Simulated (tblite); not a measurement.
Compound: C₆H₃N₂SSi (doublet state).
Bonds: N1–C2 (triple), C2–C3, C3–C4 (aromatic), C4–C5 (aromatic), C5–Si6, C5–S7 (aromatic), S7–C8 (aromatic), C8–C9, C9–N10 (triple), C3–C8 (aromatic). Hydrogens: H11 on C4; H12, H13 on Si6.

Computed geometry: GFN2-xTB, gas phase. This method treats the open shell by occupation alone, without spin polarisation.

Question: What internal coordinates does the optimisation give?

Answer: 
```csv
bond,length (Å)
N1≡C2,1.146
C2–C3,1.407
C3–C4,1.396
C4–C5,1.390
C5–Si6,1.819
C5–S7,1.761
S7–C8,1.743
C8–C9,1.387
C9≡N10,1.151
C3–C8,1.396
C4–H11,1.076
"Si6–H12, Si6–H13",1.447
```

Bonds in one row agree within 0.01 Å and their mean is given. A selection of angles:
```csv
angle,degrees
N1–C2–C3,178.4
C2–C3–C4,123.7
C2–C3–C8,123.1
C4–C3–C8,113.2
C3–C4–C5,113.9
C4–C5–Si6,128.2
C4–C5–S7,110.4
Si6–C5–S7,121.4
C5–S7–C8,91.5
S7–C8–C9,121.5
C3–C8–S7,111.1
C3–C8–C9,127.5
C8–C9–N10,179.6
```

C5 (carbon bonded to C, S and Si) is planar (angles 128.2°, 121.4° and 110.4°, sum 360.0°, 0.00 Å off the plane of its three neighbours). Si6 (silicon bonded to C and 2 H) is planar (angles 121.9°, 119.6° and 118.5°, sum 360.0°, 0.00 Å off the plane of its three neighbours). C4 (carbon bonded to 2 C and H) is planar (angles 123.1°, 123.1° and 113.9°, sum 360.0°, 0.00 Å off the plane of its three neighbours). The 10 heavy atoms lie in one plane (0.002 Å rms). S7 (sulfur bonded to 2 C) is bent (angle 91.5°). The C–C distances run from 1.387 Å (C8–C9, drawn single) to 1.407 Å (C2–C3, drawn single), a spread of 0.020 Å. C3 (carbon bonded to 3 C) is planar (angles 123.7°, 123.1° and 113.2°, sum 360.0°, 0.00 Å off the plane of its three neighbours).

Point group: Cs (every atom within 0.08 Å of its image). Its GFN2-xTB frequencies are all real (lowest 75 cm⁻¹).

The run took 0.64 s of wall time on one thread of an Arm Neoverse V1, shared host with 32 logical CPUs at a one-minute load of 12. This is the geometry optimisation.
